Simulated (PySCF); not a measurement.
## Ionisation energy of Mn²⁺ by level of theory

Mn²⁺ [Ar] 3d5 (6S) → Mn³⁺ [Ar] 3d4 (5D), as a difference of total energies. Computed with PySCF 2.14 in x2c-TZVPPall (6s5p4d2f1g, 64 functions), with scalar relativity by spin-free X2C-1e. Correlated levels: valence: [Ar] frozen; valence and next inner shell: [Ne] frozen. The calculations carry no spin-orbit coupling.

```json
{"method": "UHF", "ionisation energy (eV)": "32.356", "plus first-order spin-orbit estimate": "32.286", "error of that sum (eV)": "-1.382"}
{"method": "LDA", "ionisation energy (eV)": "34.422", "plus first-order spin-orbit estimate": "34.352", "error of that sum (eV)": "+0.684"}
{"method": "PBE", "ionisation energy (eV)": "34.040", "plus first-order spin-orbit estimate": "33.970", "error of that sum (eV)": "+0.302"}
{"method": "PBE0", "ionisation energy (eV)": "33.864", "plus first-order spin-orbit estimate": "33.794", "error of that sum (eV)": "+0.126"}
{"method": "r2SCAN", "ionisation energy (eV)": "33.889", "plus first-order spin-orbit estimate": "33.819", "error of that sum (eV)": "+0.151"}
{"method": "wB97X", "ionisation energy (eV)": "33.425", "plus first-order spin-orbit estimate": "33.355", "error of that sum (eV)": "-0.313"}
{"method": "LC-wPBE", "ionisation energy (eV)": "33.932", "plus first-order spin-orbit estimate": "33.862", "error of that sum (eV)": "+0.194"}
{"method": "M06-2X", "ionisation energy (eV)": "33.385", "plus first-order spin-orbit estimate": "33.315", "error of that sum (eV)": "-0.353"}
{"method": "PW91", "ionisation energy (eV)": "34.112", "plus first-order spin-orbit estimate": "34.042", "error of that sum (eV)": "+0.374"}
{"method": "MP2 (valence)", "ionisation energy (eV)": "33.184", "plus first-order spin-orbit estimate": "33.114", "error of that sum (eV)": "-0.554"}
{"method": "SCS-MP2 (valence)", "ionisation energy (eV)": "32.632", "plus first-order spin-orbit estimate": "32.562", "error of that sum (eV)": "-1.106"}
{"method": "MP2 (valence and next inner shell)", "ionisation energy (eV)": "33.792", "plus first-order spin-orbit estimate": "33.722", "error of that sum (eV)": "+0.054"}
{"method": "SCS-MP2 (valence and next inner shell)", "ionisation energy (eV)": "33.262", "plus first-order spin-orbit estimate": "33.192", "error of that sum (eV)": "-0.476"}
```

Reference: 33.668 ± 0.012 eV (measured; NIST Atomic Spectra Database, ionization energies).

A first-order spin-orbit estimate (lowest level to lowest level, LS coupling) adds -0.070 eV.

Errors of the correlated levels include the incompleteness of this basis and the frozen core.
